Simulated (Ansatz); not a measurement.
Molecule: dimethoxygermane, C₂H₈GeO₂, charge 0, multiplicity 1. 
Coordinates optimised at B3LYP-D3(BJ)/def2-TZVP (Ansatz, a first-principles code):
```xyz
13

C     -1.8821     1.0718    -0.8456
O     -1.1096    -0.1127    -0.9786
Ge    -0.0763    -0.6327     0.3782
O      1.1691     0.6061     0.6836
C      2.1194     0.8970    -0.3311
H     -1.2498     1.9566    -0.7210
H     -2.4704     1.1892    -1.7566
H     -2.5708     1.0162     0.0056
H     -0.8755    -0.6899     1.6873
H      0.5585    -1.9401    -0.1154
H      2.8116     1.6413     0.0649
H      2.6943     0.0088    -0.6182
H      1.6429     1.3048    -1.2283
```

Basis-set convergence of Hartree-Fock and CCSD(T) correlation energies (hartree) with Ansatz. Correlated levels leave the core frozen unless marked. Spin-orbit coupling is left out. The frozen core is the preceding noble-gas configuration, with the filled d and f shells of earlier blocks. Non-relativistic.

| basis | functions | E(HF) | E(corr, CCSD(T)) |
|---|---|---|---|
| aug-cc-pVDZ | 200 | -2305.49799 | -0.88375 |
| aug-cc-pVTZ | 427 | … | … |

Problem. Fill in the missing entries.

Solution. 
- aug-cc-pVTZ, E(HF): -2305.63597
- aug-cc-pVTZ, E(corr, CCSD(T)): -1.05012
